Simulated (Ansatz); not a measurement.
## What a proton shuttle does

BH₃O₂ ([OH][BH][OH]) + HF → BH₂O₂F ([OH][B]([OH])[F]) + H₂ (links in brackets), a four-centre ligand exchange, has a barrier of 163.7 kJ/mol above its start structure and a step energy of -83.3 kJ/mol. One HF is now added to the ring of the saddle, taking the hydrogen and handing on one of its own. Gas-phase electronic energies, without zero-point energy, by CCSD(T) at an estimated basis limit (MP2 extrapolated from triple and quadruple zeta, plus CCSD(T) − MP2 in triple zeta); Ansatz 0.2.0, def2-TZVPP and QZVPP, frozen cores, on PBE0-D4/def2-TZVP structures. Extrapolation: Hartree–Fock as exp(−7.88 √X), correlation as X^−2.97. Each barrier counts from its own start structure, which holds all the molecules, is reached by relaxing down from the saddle and may not be the deepest complex; no counterpoise correction.

What are the barrier and the step energy with the shuttle? (To be estimated.)

Computed: Barrier 153.1 kJ/mol, 10.6 kJ/mol lower than without; step energy -69.3 kJ/mol, both from the start structure. Counted from all the molecules apart, the saddle lies at 87.1 kJ/mol with the shuttle and at 130.3 kJ/mol without; the start well goes from -33.4 to -66.0 kJ/mol. At the saddle the angle at each passing proton is F–H···H 142° without the shuttle, against F–H···F 155° and F–H···H 164° with it. Bringing in the extra molecule costs entropy, which these electronic energies leave out.

T1 diagnostic: at most 0.014.

For scale, one of the runs: CCSD(T)/def2-TZVPP, 225 basis functions, launched by `ansatz run in.yaml --threads 4 --pin off --events-out ev --progress --plain --max-ram 9574MiB`. Time: 2.7 min of wall clock on 4 CPU threads of an Intel Xeon; the host was shared. Peak host memory: 4.2 GiB.
